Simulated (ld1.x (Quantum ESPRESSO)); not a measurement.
Which change was made? (Tc, TM)

Tc, norm-conserving Troullier–Martins (Kleinman–Bylander form), made with ld1.x (Quantum ESPRESSO) 7.5 (PBEsol, non-relativistic). Core [Kr], reference 4d5 5s1.75 5p0.25. Waves: 5p (bound): rc 2.65 bohr; 4d (bound): rc 1.80 bohr; 4f channel at 0.25 Ry: rc 2.40 bohr; 5s (bound): rc 2.80 bohr. Local part: the s channel. Core correction: none.

Cutoffs, loose and tight: the cutoffs (Ry, on a coarse ladder) from which the occupation-weighted sum of valence levels, in a spherical-Bessel basis at the reference potential, stays within 10 and 1 mRy of its value at 400 Ry. They do not see the model core or the augmentation charge, which bear on the density cutoff. Test errors are all-electron minus pseudo excitation energies from the reference, over the configurations 4d5 5s2 5p0; 4d5 5s1 5p0; 4d5 5s0 5p0; 4d4 5s2 5p0; 4d5.5 5s1.5 5p0; 4d3 5s0 5p0; 4d4 5s0 5p0; variants that change the core or the reference have their own tests.

The base gives: outcome: generated; cutoff, loose: 45 Ry; cutoff, tight: 55 Ry; bound ghosts: none; largest test error (meV): -418.

(1) After one change the result is: outcome: generated; cutoff, loose: 45 Ry; cutoff, tight: 55 Ry; bound ghosts: s, p; largest test error (meV): +80. Which change was it?
A. core correction a·sin(br)/r model core inside 1.10 bohr
B. type ultrasoft; waves now 5s (bound): rcut 2.45, rcutus 2.80 bohr; 5s channel at 0.95 Ry: rcut 2.45, rcutus 2.80 bohr; 5p (bound): rcut 2.30, rcutus 2.65 bohr; 5p channel at 2.4 Ry: rcut 2.30, rcutus 2.65 bohr; 4d (bound): rcut 1.55, rcutus 1.80 bohr; 4d channel at 1.4 Ry: rcut 1.55, rcutus 1.80 bohr; 4f channel at 0.25 Ry: rc 2.40 bohr; local potential the f channel; augmentation PSQ, radius 1.45 bohr
C. local potential all-electron potential smoothed inside 1.50 bohr (lloc = -1)

## Answers

(1) C. The others give: type ultrasoft; waves now 5s (bound): rcut 2.45, rcutus 2.80 bohr; 5s channel at 0.95 Ry: rcut 2.45, rcutus 2.80 bohr; 5p (bound): rcut 2.30, rcutus 2.65 bohr; 5p channel at 2.4 Ry: rcut 2.30, rcutus 2.65 bohr; 4d (bound): rcut 1.55, rcutus 1.80 bohr; 4d channel at 1.4 Ry: rcut 1.55, rcutus 1.80 bohr; 4f channel at 0.25 Ry: rc 2.40 bohr; local potential the f channel; augmentation PSQ, radius 1.45 bohr → outcome: generated; cutoff, loose: 35 Ry; cutoff, tight: 50 Ry; bound ghosts: s, p; largest test error (meV): -408 | core correction a·sin(br)/r model core inside 1.10 bohr → outcome: generated; cutoff, loose: 45 Ry; cutoff, tight: 55 Ry; bound ghosts: none; largest test error (meV): -1095.
